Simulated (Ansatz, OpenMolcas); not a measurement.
B3H3O3: a line through the functionals

B3H3O3 has 9 atoms, charge 0, and is taken as a singlet. SMILES: `B1OBOBO1`. The coordinates come from a PBE0-D4/def2-TZVP relaxation. This is one conformer, not always the lowest.

The vertical ionisation energy (to the doublet cation) y, in eV, basis 6-31G(d); a is the functional's share of exact exchange. Programs: Ansatz 0.2.0, OpenMolcas 26.06.

| functional | program | a | y (eV) |
| --- | --- | --- | --- |
| TPSS | OpenMolcas | 0 | 11.27 |
| revPBE | Ansatz | 0 | 11.08 |
| B3LYP | Ansatz | 0.2 | ? |
| r2SCAN0 | Ansatz | 0.25 | 11.97 |
| PBE0 | Ansatz | 0.25 | 11.80 |
| BHLYP | Ansatz | 0.5 | 12.28 |

Q: Fit y = c + s·a to the known rows and predict B3LYP.

A: 
1. Means of the 5 rows: a = 0.2000, y = 11.680.
2. Σ(Δa)² = 0.175, Σ(Δa·Δy) = 0.4025, so the slope is 0.4025/0.175 = 2.3.
3. Intercept: 11.680 − (2.3) × 0.2000 = 11.220. The largest residual of the fit is 0.18.
4. B3LYP: 11.220 + (2.3) × 0.2 = 11.68 eV.

The run gave 11.70 eV, so the prediction is off by -0.02 eV, within the largest residual. The rows mix families of semi-local functionals, which the line can't see.
